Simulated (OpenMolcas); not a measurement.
**N: terms and fine structure**

| Quantity | Value |
| --- | --- |
| Program | OpenMolcas 26.06 |
| Method | SS-CASPT2, IPEA 0.25 Eh, imaginary shift 0.1 Eh (closed shells correlated: 1s) |
| Basis | ANO-RCC-VTZP [4s3p2d1f] |
| Scalar Hamiltonian | DKH2, point nucleus |
| Active space | 5 electrons in 8 orbitals (2s 2p 3s 3p) |
| State averaging | 2S+1 = 4 odd, 1 root; 2S+1 = 2 odd, 8 roots; 2S+1 = 4 even, 3 roots; 2S+1 = 2 even, 5 roots (0 in the spin-orbit step) |
| Spin-orbit coupling | state interaction with AMFI integrals over the reference wave functions, term energies averaged over their components |

With spin-orbit coupling, above the lowest level:

```tsv
Configuration	Term	J	E (cm-1)	Measured (cm-1)	g	Term weight %
2s2 2p3	4S*	3/2	0.0	0.0	2.002	100
2s2 2p3	2D*	3/2	20130	19233	0.800	100
2s2 2p3	2D*	5/2	20130	19224	1.200	100
2s2 2p3	2P*	1/2	29480	28839	0.666	100
2s2 2p3	2P*	3/2	29490	28839	1.334	100
2s 2p4	4P	5/2	88050	88107	1.601	100
2s 2p4	4P	3/2	88100	88151	1.735	100
2s 2p4	4P	1/2	88130	88171	2.671	100
```

Against the 7 measured excited levels shown (NIST Handbook of Basic Atomic Spectroscopic Data) the mean absolute deviation is 460 cm-1; the largest miss in energy is 2s2 2p3 2D* 5/2: computed 20130, measured 19224 cm-1 (+4.7 %).

CASPT2 does not keep the components of a term degenerate, so their means are used; among the terms shown or strongly mixed into the levels shown the widest spread is 68 cm-1 (2s2 2p3 2D*). Active for correlation alone: 3p 3s; no level in the range computed is led by a configuration that fills them, so any true level of that kind is missing. Measured partners are found by configuration, term and J. A level has none where our copy of the source lacks it or the pairing is in doubt (some pairs that miss far off the trend of their configuration count as doubtful), and it then counts in no deviation. Only configurations of the active space appear. The first state left out of the spin-orbit step lies near 130000 cm-1 above the lowest spin-free state of the reference (among the parities and spins computed), and the list stops at four fifths of that energy or lower.

The term weight is that of the spin-free term in the level, not the purity of its configuration. * marks odd parity.
